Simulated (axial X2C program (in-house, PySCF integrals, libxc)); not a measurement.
# Nuclear properties of AgHg

Calculated with an axial X2C code built on PySCF integrals: two-component X2C with atomic mean-field Coulomb and Gaunt terms, Gaussian nuclei, basis Hg dyall-cv3z, Ag dyall-cv3z with contracted cores.

R = 2.826 Å (near the PBE0 minimum at charge 0 of the determinant lowest at the starting distance; the state shown can have its own minimum elsewhere).

Determinant lowest in the PBE0 search, Ω = 1/2 (⟨Sz⟩ = 0.50, ⟨Lz⟩ = 0.00 at PBE0), spin on the atoms Hg 0.09, Ag 0.41:

| level | Eeff magnitude (GV/cm) | Ws magnitude Hg (kHz) | A∥/gI Hg (MHz) | qzz Hg (a.u.) | A∥/gI Ag (MHz) | qzz Ag (a.u.) | μ (D) |
| --- | --- | --- | --- | --- | --- | --- | --- |
| PBE0 | 48 | 115 | 3440 | -1.84 | 6480 | -0.34 | -0.22 |
| HF | 94.7 | 224 | 2410 | -2.17 | 5560 | -0.44 | -0.44 |
| LDA | 38.5 | 93 | 4020 | -1.64 | 6760 | -0.19 | -0.26 |
| BHandHLYP | 55 | 131 | 3330 | -1.87 | 6400 | -0.37 | -0.20 |
| r2SCAN | 47.1 | 114 | 3220 | -1.81 | 6800 | -0.32 | -0.39 |

Eeff is the effective electric field on the electron electric dipole moment in this Ω state and Ws the scalar–pseudoscalar constant of the nucleus named (defined with the proton number Z and per Ω); A∥ (defined per Ω) follows by multiplying with gI = μI/(I μN); qzz is the electric field gradient, eQq0 = 234.96 MHz × Q/barn × qzz; μ is positive if the Ag end (last atom) is positive. The operators were transformed with the bare-nucleus X2C matrices; with these basis sets, hyperfine constants and field gradients can be off by tens of per cent, and where levels differ in sign neither size nor sign is settled.

(1) With gI(199Hg) = 1.0118, gI(107Ag) = -0.2271 (g factors from the IAEA table of nuclear moments by Stone), turn the PBE0 values of the first state into constants in MHz.

Each state is one determinant with collinear spin. Unrestricted Hartree–Fock can overshoot spin polarisation at the nuclei. Where Eeff spreads by more than a factor of two the levels disagree and none is to be relied on. The search compared states at one distance, so a state with another bond length can lie lower. Where a field gradient or hyperfine factor spreads by more than a factor of two over the levels, a constant derived from it is not to be relied on.

Answers

(1) A∥(199Hg) = 3440 × 1.0118 = 3480 MHz; A∥(107Ag) = 6480 × -0.2271 = -1470 MHz.
